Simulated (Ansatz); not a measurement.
Ideal-gas functions of `NC(=S)[TeH]` at 298.15 K and 1 bar, from an Ansatz frequency run at PBE0-D4/def2-TZVP.

Molar mass 188.71 g/mol, point group Cs (symmetry number 1), electronic degeneracy 1, moments of inertia 73.587, 334.199, 407.786 u Å². Harmonic wavenumbers (cm⁻¹, unscaled): 70, 211, 291, 315, 455, 499, 589, 665, 895, 1225, 1397, 1636, 2198, 3575, 3709.

Use S(trans) = R[1.5 ln M + 2.5 ln T − 1.1517]; rotational temperatures θ = 24.2544 K / I; S(rot) = R[ln(√π/σ · √(T³/θAθBθC)) + 1.5]; for each mode x = 1.438777 ν̃/T, S = R[x/(eˣ − 1) − ln(1 − e⁻ˣ)] and H = RT x/(eˣ − 1); 1 cm⁻¹ = 0.0119627 kJ/mol; R = 8.31446 J/(mol·K).

**Question.** By hand: the entropy, in J/(mol·K).

**Answer.** Translation 174.2. Rotation: θ = 0.3296, 0.0726, 0.0595 K, giving 115.5. Vibration, mode by mode: 17.38, 8.51, 6.14, 5.59, 3.27, 2.76, 1.96, 1.47, 0.60, 0.16, 0.08, 0.03, 0.00, 0.00, 0.00, in all 47.9. Electronic 0.0. Sum 337.6 J/(mol·K).

**Question.** By hand: H − E and G − E in kJ/mol, counted from the electronic energy.

**Answer.** Zero-point energy ½ × 17730 × 0.0119627 = 106.0; thermal vibration 8.0; translation, rotation and pV give 4 RT = 9.9. H − E = 123.9 kJ/mol, and G − E = 123.9 − 298.15 × 337.6/1000 = 23.2 kJ/mol.

Vibration gives 14 % of the entropy, 17.4 J/(mol·K) of it from the mode under 150 cm⁻¹: soft modes count most, and the harmonic formula is weakest for them. The sum counts one conformer and one mirror image; others add a mixing term.
